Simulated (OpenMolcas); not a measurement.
**Cr2+: effect of the basis set**

```yaml
Program: OpenMolcas 26.06
Method: "SS-CASPT2, IPEA 0.25 Eh, imaginary shift 0.1 Eh (closed shells correlated: 3s 3p)"
Active_space: 4 electrons in 5 orbitals (3d)
State_averaging: 2S+1 = 5 even, 5 roots; 2S+1 = 3 even, 45 roots; 2S+1 = 1 even, 50 roots
Spin-orbit_coupling: state interaction with AMFI integrals over the reference wave functions, term energies averaged over their components
```

A. ANO-R1 [5s3p3d1f], X2C, finite nucleus; CASPT2 step of the order of 13 core-seconds
B. ANO-R2 [6s4p4d2f], X2C, finite nucleus; CASPT2 step of the order of 19 core-seconds
C. ANO-L-VTZP [6s5p3d2f1g], non-relativistic, point nucleus; CASPT2 step about 30 core-seconds
D. ANO-RCC-VTZP [6s5p3d2f1g], DKH2, point nucleus; CASPT2 step of the order of 21 core-seconds
E. ANO-R3 [7s5p5d3f1g], X2C, finite nucleus; CASPT2 step about 26 core-seconds
F. ANO-RCC-VQZP [7s6p4d3f2g1h], DKH2, point nucleus; CASPT2 step roughly 50 core-seconds

Energies in cm⁻¹ above 3d⁴ ⁵D₀, the measured ground level; measured values from Sugar and Corliss, J. Phys. Chem. Ref. Data 6, 317 (1977).

```tsv
Level	A	B	C	D	E	F	Measured
3d⁴ ⁵D₀	0.0	0.0	0.0	0.0	0.0	0.0	0.0
3d⁴ ⁵D₁	66.6	66.4	70.0	65.9	66.1	67.2	62.2
3d⁴ ⁵D₂	197	196	207	195	195	199	183
3d⁴ ⁵D₃	388	385	406	383	383	389	357
3d⁴ ⁵D₄	632	628	660	623	624	633	576
3d⁴ ³P₀(1)	18020	17070	16700	16790	16450	16310	16771
3d⁴ ³P₁(1)	18420	17460	17110	17180	16850	16710	17169
3d⁴ ³H₄	18780	18160	17440	17530	17330	17000	17274
3d⁴ ³H₅	18920	18300	17590	17670	17470	17140	17397
3d⁴ ³H₆	19080	18460	17750	17830	17620	17300	17531
3d⁴ ³P₂(1)	19130	18160	17850	17880	17550	17420	17851
3d⁴ ³F₂(1)	19970	19130	18650	18710	18440	18210	18452
3d⁴ ³F₃(1)	20030	19190	18710	18760	18500	18270	18511
3d⁴ ³F₄(1)	20110	19270	18790	18840	18570	18350	18583
3d⁴ ³G₃	22550	21770	21120	21210	20910	20670	20704
3d⁴ ³G₄	22720	21940	21300	21370	21070	20840	20853
3d⁴ ³G₅	22880	22100	21460	21530	21230	21000	20996
3d⁴ ¹G₄(1)	27550	26450	25980	26010	25600	25350	25139
3d⁴ ³D₃	27960	26950	26350	26420	26050	25880	25726
3d⁴ ³D₂	28020	27010	26400	26480	26110	25940	25781
3d⁴ ³D₁	28070	27060	26460	26540	26160	26000	25848
3d⁴ ¹I₆	28350	27470	26390	26500	26220	25690	26015
3d⁴ ¹S₀(1)	29540	28100	27990	28090	27620	27420	27372
3d⁴ ¹D₂(1)	35340	34000	33100	33170	32660	32430	32152
```

Deviations, from unrounded energies. A percentage is the sum of absolute deviations over the sum of measured energies, with the sign that they share, or ± where signs differ.

```json
{"Against measurement": "mean absolute deviation (cm-1)", "Levels": "23", "A": "1500", "B": "780", "C": "320", "D": "370", "E": "190", "F": "190"}
{"Against measurement": "fine structure of the ground term (%)", "Levels": "4", "A": "+9.0", "B": "+8.3", "C": "+14.0", "D": "+7.6", "E": "+7.7", "F": "+9.4"}
{"Against measurement": "other terms of the ground configuration (%)", "Levels": "19", "A": "+8.6", "B": "+4.4", "C": "±1.8", "D": "+2.0", "E": "±1.0", "F": "±1.0"}
```

E, F lie about equally close to measurement and A furthest from it. The largest miss of F in the table is 3d⁴ ³P₀(1), by -460 cm-1. The ranking rests on the paired levels alone, and a cruder setting can come out closer through cancelling errors.

The two smallest mean deviations differ by little beside CASPT2's spread within terms, so their order carries little weight.

Among A to F the level of the table that moves most is 3d⁴ ¹D₂(1), by 2900 cm-1 (lowest in F, highest in A). Moves below CASPT2's spread within the term are not significant.

CASPT2 does not keep the components of a term degenerate, so their means are used; among the terms shown or strongly mixed into the levels shown the widest spread is 350 cm-1 (3d⁴ ¹G(1), F). The CASPT2 spread within a term exceeds the gap to the next term for 3d⁴ ¹I and 3d⁴ ³D, so the order of their levels is uncertain (figures for C; the like holds for D, E, F). Measured partners are found by configuration, term and J. A level has none where our copy of the source lacks it or the pairing is in doubt (some pairs that miss far off the trend of their configuration count as doubtful), and it then counts in no deviation. Levels of configurations outside the active space are missing. Levels that lie high or do not pair safely by name in every column are left out.

A number in round brackets counts repeated terms of one configuration in the order of the reference energies.
